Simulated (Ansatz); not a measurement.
`N[CH2][GeH3]` + H–F → `F[CH2][GeH3]` + NH₃  (substitution at a C–N bond)

Computed with Ansatz on PBE0-D4/def2-TZVP structures; ΔE is electronic, products minus reactants. CCSD(T)/CBS adds triple-zeta CCSD(T) − MP2 to the extrapolated MP2 energy (def2 sets, frozen cores). This one scheme is used for every species. Functionals use def2-TZVPP. HSE06 is defined as in plane-wave codes. For Ge outer-core shells are correlated without core-valence functions, which leaves a few kJ/mol of doubt a bond. Scalar relativity is left out up to krypton. Each species was taken in one conformer, which may not be the lowest.

CCSD(T)/CBS gives +22.7 kJ/mol.

Problem. Another level gave +12.8 kJ/mol. Which?
A. PBE-D4/def2-TZVPP
B. CAM-B3LYP/def2-TZVPP
C. HSE06-D4/def2-TZVPP
D. MP2/def2-TZVPP

Solution. A. PBE-D4 12.8, CAM-B3LYP 5.7, HSE06-D4 17.3, MP2/def2-TZVPP 28.1 kJ/mol.

Largest T1 diagnostic among the species: 0.011.

In def2-TZVPP, CCSD(T) changes the Hartree–Fock value by +15.8 kJ/mol (the triples alone add +1.2 kJ/mol) and MP2 by +24.0 kJ/mol. Leaving LDA and LC-ωPBE aside and taking each functional with its dispersion term where it has one, the values, not all of them listed here, spread over 16.4 kJ/mol, from B97M-V to PBE-QIDH. LDA lies +9.3 kJ/mol from PBE without D4.
